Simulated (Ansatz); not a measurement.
H$_{9}$NSi$_{3}$, charge +1, doublet, geometry from GFN2-xTB (a state made from the parent by changing its charge; the spin is typed, not shown lowest); HF/6-31G* (Ansatz, a program for electronic structure).

The Ansatz input:
Ansatz 0.2 input:
```yaml
crystal:
  periodic: [false, false, false]
  atoms:
    - {symbol: Si, position_ang: [0.27110912, 1.68440832, 0.47136613]}
    - {symbol: N, position_ang: [-0.00944047, -0.00368159, -0.00591325]}
    - {symbol: Si, position_ang: [-1.64180238, -0.53915315, -0.45935453]}
    - {symbol: Si, position_ang: [1.34223354, -1.15653572, -0.03014888]}
    - {symbol: H, position_ang: [-1.01450413, 2.36433936, 0.41121065]}
    - {symbol: H, position_ang: [0.85738604, 1.56453262, 1.81003307]}
    - {symbol: H, position_ang: [1.26892506, 2.14419502, -0.50048565]}
    - {symbol: H, position_ang: [-1.99110681, 0.35218201, -1.57048559]}
    - {symbol: H, position_ang: [-1.54843332, -1.95154456, -0.79918500]}
    - {symbol: H, position_ang: [-2.43916738, -0.23163465, 0.73250835]}
    - {symbol: H, position_ang: [0.90430539, -2.20346445, 0.89924723]}
    - {symbol: H, position_ang: [1.34352183, -1.64697891, -1.41209643]}
    - {symbol: H, position_ang: [2.53413955, -0.42529458, 0.37402480]}
basis:
  gaussian:
    orbitals: 6-31G*
hamiltonian:
  xc: hf
total_charge: 1
magnetization: {spin_polarized: true, initial_magnetization: 1}
accuracy: high
```

Problem. Write the output that Ansatz gives for this input, abridged.

Solution. 
```
Functional definition: HF
2153 factors; integrals over basis functions are off by at most 4.0e-9 eV
mean field evaluation 1: about -25196.1475 eV, gradient 3.1e1 eV
mean field evaluation 2: about -25196.2572 eV, gradient 3.1e1 eV
mean field evaluation 4: about -25202.5755 eV, gradient 4.3e0 eV
mean field evaluation 8: about -25203.0450 eV, gradient 5.0e-1 eV
mean field evaluation 16: about -25203.0512 eV, gradient 1.7e-7 eV
mean field -25203.05116932 eV, -926.1950472310 hartree, gradient 2.5e-8 eV, S^2 0.761432; 0 other end points of the search recorded, 0 dependent functions left out
reference -25203.05116932 eV, -926.1950472310 hartree; 29, 28 occupied and 61, 62 virtual orbitals, 2153 factors
Total energy: -25203.05116932 eV, -926.1950472310 hartree
```
